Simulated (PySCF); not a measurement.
Ligands exchanged one at a time, Ga SiH3-H. Gas-phase values, no solvent. Strings in code marks are SMILES.

The numbers are results of ωB97X-D3(BJ)/def2-TZVP // PBE0-D3(BJ)/def2-TZVP (PySCF), not measurements. All candidates: neutral, multiplicity 1. 

```json
{
  "dipole_moment": "0.22 D",
  "HOMO": "-9.47 eV",
  "HOMO–LUMO gap": "8.75 eV"
}
```

Problem. Identify which member has these values.
(A) `[GaH3]`
(B) `[SiH3][GaH2]`
(C) `[SiH3][Ga]([SiH3])[SiH3]`
(D) `[SiH3][GaH][SiH3]`

Solution. C, `[SiH3][Ga]([SiH3])[SiH3]`. The others give `[SiH3][GaH][SiH3]`: 0.11 D, -9.49 eV, 8.98 eV; `[GaH3]`: 0.00 D, -11.11 eV, 11.19 eV; `[SiH3][GaH2]`: 0.12 D, -9.94 eV, 9.71 eV
